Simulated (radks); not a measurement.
Values are calculated unless marked as measured or tabulated.
Task: These are the eigenvalues of the occupied orbitals of an atom or ion with whole-number occupations (hartree). Level of theory: scalar-relativistic Kohn-Sham, r2SCAN, spin-polarised, spherical densities, finite nucleus; meta-GGA in the generalised Kohn-Sham scheme; Fermi nuclear charge, rms radius of each element as measured or else 0.836 A^(1/3) + 0.57 fm (a radial shooting solver on a logarithmic mesh with Libxc functionals).

1s: -433.1615
2s: -56.38395
2p: -49.52382
3s: -8.46283
3p: -6.31271
3d: -2.79006
4s: -1.64381

Which element is it, and in what charge state? The configuration may be excited. Open shells, if any, are filled with parallel spins first.

Result: Z = 33, arsenic, charge +3: As3+ in [Ar] 3d10 4s2. The list shows which subshells hold electrons but not how many an open one holds; the 1s level, -433.16 hartree, gives Z - s = 29.4 by -(Z - s)^2/2, which with screening and relativity narrows Z to a few neighbours, and the depths of the outer levels then fix element, charge and occupations together.
